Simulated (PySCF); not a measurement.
Level of theory: B3LYP-D3(BJ)/def2-TZVP // M06-2X/def2-TZVP in PySCF 2.14.0. Gas-phase values, no solvent. B3LYP has the VWN-RPA correlation part, as in Gaussian. Delta-SCF ions had no search for a lower state. 

Reference species (SMILES): `B` (neutral, multiplicity 1).

```yaml
HOMO: -9.75 eV
LUMO: -2.22 eV
vertical ionisation energy (Delta-SCF): 13.18 eV
HOMO–LUMO gap: 7.53 eV
```

Changed species: `FC(B)(F)F` (X = trifluoromethyl; the reference has X = H).

Problem. What does the change do to the HOMO, LUMO, vertical ionisation energy (Delta-SCF) and HOMO–LUMO gap?

Solution. the HOMO falls by 0.15 eV, to -9.90 eV; the LUMO drops by 0.79 eV, to -3.01 eV; the vertical ionisation energy (Delta-SCF) falls by 0.47 eV, to 12.71 eV; the HOMO–LUMO gap falls by 0.64 eV, to 6.89 eV.
